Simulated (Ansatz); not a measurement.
```yaml
crystal:
  periodic: [false, false, false]
  atoms:
    - {symbol: Sr, position_ang: [0.208896, -3.322708, -3.281039]}
    - {symbol: O, position_ang: [-0.262993, -3.391715, -1.139373]}
    - {symbol: Sr, position_ang: [0.637436, -3.419100, 1.107892]}
    - {symbol: O, position_ang: [-0.028807, -3.270559, 3.234546]}
    - {symbol: O, position_ang: [-0.214650, -1.168970, -3.328349]}
    - {symbol: Sr, position_ang: [-1.029572, -1.072904, -1.029718]}
    - {symbol: O, position_ang: [0.065242, -1.123314, 1.092649]}
    - {symbol: Sr, position_ang: [-0.609819, -1.117696, 3.362110]}
    - {symbol: Sr, position_ang: [0.592911, 1.122901, -3.354954]}
    - {symbol: O, position_ang: [-0.083708, 1.121681, -1.088938]}
    - {symbol: Sr, position_ang: [1.020760, 1.066092, 1.030488]}
    - {symbol: O, position_ang: [0.205085, 1.167332, 3.326330]}
    - {symbol: O, position_ang: [0.037309, 3.285992, -3.213166]}
    - {symbol: Sr, position_ang: [-0.645115, 3.425012, -1.093862]}
    - {symbol: O, position_ang: [0.269065, 3.388717, 1.143756]}
    - {symbol: Sr, position_ang: [-0.209140, 3.323338, 3.283029]}
basis:
  gaussian: {orbitals: def2-TZVP, initial_orbitals: start.molden}
hamiltonian: {xc: pbe0, dispersion: d4}
scf: {omitted_lower_state_checks: [starts]}
output: {forces: true, orbitals: {seedname: orbitals}}
```

The file start.molden holds the orbitals of an earlier run on this structure, at another level or in another basis.

```sh
$ ansatz run in.yaml --threads 4 --pin off --events-out ev --progress --plain --max-ram 6963MiB
```

Problem. Does this run fit into the memory that it is given?

Solution. No. It has 512 basis functions, and Ansatz plans for 7.07 GiB where 6.79 GiB are given.
